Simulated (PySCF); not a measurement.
Ligands exchanged one at a time, B Br-OH. All species are isolated molecules in the gas phase. One relaxed conformer stands for each flexible species; it need not be the lowest. Strings in code marks are SMILES.

The HOMO from two functionals at the same geometries (PBE0-D3(BJ)/def2-TZVP), both in PySCF: PBE-D3(BJ)/def2-TZVP and PBE0-D3(BJ)/def2-TZVP. 

```csv
species,PBE-D3(BJ)/def2-TZVP (eV)
0 of 3 Br replaced by OH (`BrB(Br)Br`),-7.01
1 of 3 Br replaced by OH (`OB(Br)Br` (H–O–B–Br torsion 0°)),-7.03
"2 of 3 Br replaced by OH (`OB(O)Br` (H–O–B–Br torsion -180°, Br–B–O–H torsion 180°))",-6.83
3 of 3 Br replaced by OH (`OB(O)O`),-7.56
```

**Question.** What does PBE0-D3(BJ)/def2-TZVP give for each?

**Answer.** 
- 0 of 3 Br replaced by OH (`BrB(Br)Br`): -8.31
- 1 of 3 Br replaced by OH (`OB(Br)Br` (H–O–B–Br torsion 0°)): -8.34
- 2 of 3 Br replaced by OH (`OB(O)Br` (H–O–B–Br torsion -180°, Br–B–O–H torsion 180°)): -8.16
- 3 of 3 Br replaced by OH (`OB(O)O`): -9.33
Over these rows, drawn at random from the members with no instability flagged (it was tested for open shells, ions and some series alone), PBE minus PBE0-D3(BJ): mean +1.42 eV, from +1.30 eV to +1.77 eV.
